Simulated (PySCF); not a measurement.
Job for PySCF: D3(BJ) and D4 dispersion corrections on C2H6Zn (SMILES [CH3][Zn][CH3]).

```python
from pyscf import gto
from pyscf.dispersion import dftd3, dftd4

mol = gto.M(
    atom='''
    C     1.95434462   -0.08661515    0.03779079
    Zn    0.00017472    0.00235598   -0.00418290
    C    -1.95430805    0.08726526   -0.03898540
    H     2.33872204   -0.66004529   -0.80859349
    H     2.39325845    0.91259173   -0.00561493
    H     2.30163322   -0.56701671    0.95507754
    H    -2.37884002   -0.36580328    0.85951718
    H    -2.35423966   -0.44462874   -0.90505577
    H    -2.30084532    1.12179620   -0.08995301
    ''',
    basis='def2-svp',
    charge=0, spin=0, verbose=0, max_memory=1800)
d3, d4 = {}, {}
for xc in ['hf', 'pbe', 'blyp', 'revpbe', 'tpss', 'r2scan', 'b3lyp', 'pbe0', 'bhlyp', 'camb3lyp', 'b2plyp']:
    d3[xc] = float(dftd3.DFTD3Dispersion(mol, xc=xc, version='d3bj', atm=False).get_dispersion()['energy'])
    print(f'D3(BJ) {xc:10s} {d3[xc]:14.8f} Eh')
for xc in ['hf', 'pbe', 'blyp', 'revpbe', 'tpss', 'r2scan', 'b3lyp', 'pbe0', 'bhlyp', 'camb3lyp', 'b2plyp']:
    d4[xc] = float(dftd4.DFTD4Dispersion(mol, xc={'camb3lyp': 'cam-b3lyp'}.get(xc, xc), atm=True).get_dispersion()['energy'])
    print(f'D4     {xc:10s} {d4[xc]:14.8f} Eh')
```

Program output:

```
D3(BJ) hf            -0.04228718 Eh
D3(BJ) pbe           -0.00460218 Eh
D3(BJ) blyp          -0.01007735 Eh
D3(BJ) revpbe        -0.01190512 Eh
D3(BJ) tpss          -0.00579935 Eh
D3(BJ) r2scan        -0.00124684 Eh
D3(BJ) b3lyp         -0.00825837 Eh
D3(BJ) pbe0          -0.00397081 Eh
D3(BJ) bhlyp         -0.00663901 Eh
D3(BJ) camb3lyp      -0.00363197 Eh
D3(BJ) b2plyp        -0.00388871 Eh
D4     hf            -0.01583521 Eh
D4     pbe           -0.00410410 Eh
D4     blyp          -0.00919857 Eh
D4     revpbe        -0.01373160 Eh
D4     tpss          -0.00553152 Eh
D4     r2scan        -0.00101088 Eh
D4     b3lyp         -0.00662096 Eh
D4     pbe0          -0.00343146 Eh
D4     bhlyp         -0.00496642 Eh
D4     camb3lyp      -0.00345839 Eh
D4     b2plyp        -0.00283653 Eh
```

The run finished.

Cost: about 0.04 core-seconds (a rough figure).
